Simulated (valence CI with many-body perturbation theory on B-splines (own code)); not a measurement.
Kr21+: fill in the table

Method: relativistic CI+MBPT: five valence electrons over a frozen Dirac-Fock core [Ne], a basis of 11 s, 11 p, 10 d, 8 f, 5 g, 2 h functions for each j, with the one-electron correlation potential Σ1 (screened to all orders), the two-electron term Σ2, the three-electron term Σ3, Breit, model QED; selected single and double excitations, second order for the rest, scaled by the run's own slope (own B-spline code, finite nucleus).

No measured levels were compared; by estimate levels of excited configurations hold to 0.05 to 0.15 % of their energy, terms of the ground configuration to about 0.5 %. Among the levels kept, up to 3300 cm⁻¹ of a level comes from second order outside the variational space, and about a tenth of that is noise between levels of different J, which matters for small intervals.

| Level | E (cm⁻¹) |
| --- | --- |
| 3s2 3p3 4S°_3/2 | 0 |
| 3s2 3p3 2D°_3/2 | 78297 |
| 3s2 3p3 2D°_5/2 | 107220 |
| 3s2 3p3 2P°_1/2 | 153340 |
| 3s2 3p3 2P°_3/2 | 216930 |
| 3s 3p4 4P_5/2 | 514180 |
| 3s 3p4 4P_3/2 | ? |
| 3s 3p4 4P_1/2 | 577740 |
| 3s 3p4 2D_3/2 | ? |
| 3s 3p4 2D_5/2 | 664690 |
| 3s2 3p2 3d 4F_3/2 [a] | 714330 |
| 3s2 3p2 3d 4F_3/2 [b] | 728590 |
| 3s 3p4 2S_1/2 | ? |
| 3s2 3p2 3d 4F_5/2 | 743140 |
| 3s2 3p2 3d 2F_5/2 [a] | ? |
| 3s2 3p2 3d 4F_7/2 | ? |
| 3s2 3p2 3d 4D_1/2 | ? |
| 3s2 3p2 3d 2F_7/2 [a] | 795810 |
| 3s2 3p2 3d 4D_3/2 | 802570 |
| 3s2 3p2 3d 4F_9/2 | 813220 |

Names give the largest LS component (configuration and term), which can be under half, so a name can repeat, a term be missing and a line seem to break the LS rules; names also repeat where a configuration has a term twice. Letters in brackets count levels of one name in rising energy.

Problem. The levels stand in rising order. What does the calculation give for the missing energies?

Solution. 3s 3p4 4P_3/2 565410; 3s 3p4 2D_3/2 639650; 3s 3p4 2S_1/2 728860; 3s2 3p2 3d 2F_5/2 [a] 773270; 3s2 3p2 3d 4F_7/2 783080; 3s2 3p2 3d 4D_1/2 786210.
